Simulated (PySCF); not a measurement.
**A survey of ²⁹Si NMR shifts**

All values are calculated (PySCF): coordinates at the GFN2-xTB level, PBE0/pcSseg-1 with gauge-including orbitals. One averaged value for each set of equivalent atoms, one conformer, non-relativistic Hamiltonian, in vacuum.

Shieldings were converted by a linear fit to measured shifts: ²⁹Si: δ = 279.94 − 0.822σ (rms 8.9 ppm, 72 shifts, 25.8 ppm with the 6 outliers that the fit left out vs TMS, solution or neat liquid). A few per cent of atoms miss by over 2 rms, more outside the fitted compound classes.

**Question.** Give the ²⁹Si shifts of `C#C/C(=C/[SiH3])[SiH2]P`, `C#C/C(=C\[SiH3])[SiH2]P`, `C[Si@H](P)[SiH2]O[SiH3]`, `C[Si@H]1[SiH2][Si@H](O[SiH3])[SiH2]1`.

**Answer.** 
| compound | environment | δ (ppm) |
| --- | --- | --- |
| [CH:1]#[C:2]/[C:3](=[CH:4]/[SiH3:5])[SiH2:6][PH2:7] | Si6: silicon bonded to C, P, 2 H | -48.9 |
| [CH:1]#[C:2]/[C:3](=[CH:4]/[SiH3:5])[SiH2:6][PH2:7] | Si5: silicon bonded to C, 3 H | -78.7 |
| [CH:1]#[C:2]/[C:3](=[CH:4]\[SiH3:5])[SiH2:6][PH2:7] | Si6: silicon bonded to C, P, 2 H | -37.7 |
| [CH:1]#[C:2]/[C:3](=[CH:4]\[SiH3:5])[SiH2:6][PH2:7] | Si5: silicon bonded to C, 3 H | -78.8 |
| [CH3:1][Si@H:2]([PH2:3])[SiH2:4][O:5][SiH3:6] | Si4: silicon bonded to O, Si, 2 H | -31.0 |
| [CH3:1][Si@H:2]([PH2:3])[SiH2:4][O:5][SiH3:6] | Si6: silicon bonded to O, 3 H | -42.9 |
| [CH3:1][Si@H:2]([PH2:3])[SiH2:4][O:5][SiH3:6] | Si2: silicon bonded to C, P, Si, H | -57.9 |
| [CH3:1][Si@H:2]1[SiH2:3][Si@H:4]([O:5][SiH3:6])[SiH2:7]1 | Si4: silicon bonded to O, 2 Si, H, in a 4-membered ring | 9.2 |
| [CH3:1][Si@H:2]1[SiH2:3][Si@H:4]([O:5][SiH3:6])[SiH2:7]1 | Si6: silicon bonded to O, 3 H | -43.8 |
| [CH3:1][Si@H:2]1[SiH2:3][Si@H:4]([O:5][SiH3:6])[SiH2:7]1 | Si2: silicon bonded to C, 2 Si, H, in a 4-membered ring | -55.5 |
| [CH3:1][Si@H:2]1[SiH2:3][Si@H:4]([O:5][SiH3:6])[SiH2:7]1 | Si3/7: silicon bonded to 2 Si, 2 H, in a 4-membered ring (×2) | -79.1 |

**Question.** Match the shifts 11.2, -25.3, -55.5, -65.2 ppm to `C#CC1(C)[SiH2]P[SiH2]1`, `CSCCC[SiH3]`, `N#C[C@H]([SiH3])/C(F)=C\F`, `CS[Si](C)(C)C`.

**Answer.** 11.2: CS[Si](C)(C)C (silicon bonded to 3 C, S); -25.3: C#CC1(C)[SiH2]P[SiH2]1 (silicon bonded to C, P, 2 H, in a 4-membered ring); -55.5: N#C[C@H]([SiH3])/C(F)=C\F (silicon bonded to C, 3 H); -65.2: CSCCC[SiH3] (silicon bonded to C, 3 H).
